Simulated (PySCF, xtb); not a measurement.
Mg(SiH3)(OSiH3) (H6MgOSi2), SMILES [SiH3][O][Mg][SiH3].

GFN2-xTB (xtb 6.7.1) at its own geometry gives an orbital gap of 3.26 eV and a dipole moment of 4.92 D.

The structure is a stationary point at ωB97X-D3(BJ)/def2-SVP. The structure was generated by enumeration; whether it is a known compound was not checked. Other conformers were not sampled.

What does PBE/def2-TZVP (PySCF) give? (Estimate from the structure and the level; the computed values follow.)

gap 4.63 eV (levels -6.53 and -1.90 eV), dipole 1.40 D.
